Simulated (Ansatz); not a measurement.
A structure relaxed at PBE0-D4/def2-TZVP, charge 0, multiplicity 1:

| atom | x (Å) | y (Å) | z (Å) |
| --- | --- | --- | --- |
| N1 | -1.143 | 0.714 | 0.581 |
| C2 | -0.416 | 0.183 | -0.566 |
| In3 | 1.516 | -0.575 | 0.068 |
| H4 | -1.270 | 0.012 | 1.298 |
| H5 | -2.067 | 1.037 | 0.317 |
| H6 | -0.215 | 0.995 | -1.271 |
| H7 | -0.946 | -0.597 | -1.137 |
| H8 | 1.657 | -1.144 | 1.700 |
| H9 | 2.883 | -0.625 | -0.989 |

(1) Give its formula and SMILES.

(2) Summarise the bond lengths by kind.

Results:

(1) CH6InN, `N[CH2][InH2]`.

(2) 1 × C–N 1.458 Å; 2 × H–N 1.011 to 1.014 Å; 1 × C–In 2.170 Å; 2 × C–H 1.094 to 1.102 Å; 2 × H–In 1.729 to 1.734 Å.

Program: Ansatz 0.2.0.
